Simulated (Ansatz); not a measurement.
Start from `N[SiH](S)CCl` and change one atom or group to get `N[SiH](Cl)CCl`.

Ansatz, PBE0-D4/def2-TZVP geometries, multiplicity 1. Each molecule was computed in one conformer, which needn't be the lowest.

```tsv
property	`N[SiH](S)CCl`
size of the dipole moment (PBE/def2-TZVPP) / D	1.30
HOMO–LUMO gap (B3LYP/def2-TZVPP) / eV	6.82
HOMO–LUMO gap (PBE/def2-TZVPP) / eV	5.02
LUMO energy (PBE/def2-TZVPP) / eV	-0.96
LUMO energy (PBE0/def2-TZVPP) / eV	0.04
LUMO energy (ωB97M-V/def2-TZVPP) / eV	1.88
```

Question: What does the change do to each property? (An estimate is asked.)

Answer: Computed: 
| property | `N[SiH](Cl)CCl` | shift |
| --- | --- | --- |
| size of the dipole moment (PBE/def2-TZVPP) / D | 1.85 | 0.55 |
| HOMO–LUMO gap (B3LYP/def2-TZVPP) / eV | 7.51 | 0.69 |
| HOMO–LUMO gap (PBE/def2-TZVPP) / eV | 5.58 | 0.56 |
| LUMO energy (PBE/def2-TZVPP) / eV | -1.00 | -0.04 |
| LUMO energy (PBE0/def2-TZVPP) / eV | 0.00 | -0.04 |
| LUMO energy (ωB97M-V/def2-TZVPP) / eV | 1.82 | -0.06 |

Dipoles are sizes alone; their direction can turn.

B3LYP here is the variant with VWN-RPA as its local correlation; programs differ in this.
